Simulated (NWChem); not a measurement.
System: B2F3 cation

Input file for NWChem:

```
start job
memory heap 200 mb stack 900 mb global 1100 mb
charge 1
geometry units angstroms noautoz
  F      0.000000     0.000000    -2.302923
  B      0.000000     0.000000    -1.082289
  B      0.000000     0.000000     0.688113
  F      0.000000     1.155007     1.245316
  F      0.000000    -1.155007     1.245316
end
basis spherical
  F library def2-svp
  B library def2-svp
end
dft
  xc becke97-2
  iterations 150
  mulliken
end
task dft energy
```

Coordinates come from a PBE0/def2-SVP optimisation.

Q: Predict the main results of this run. (B97-2/def2-SVP.) Quantities: energy (Ha); highest occupied level (eV); orbital gap (eV).

A: energy (Ha): -348.65
highest occupied level (eV): -17.78
orbital gap (eV): 7.91
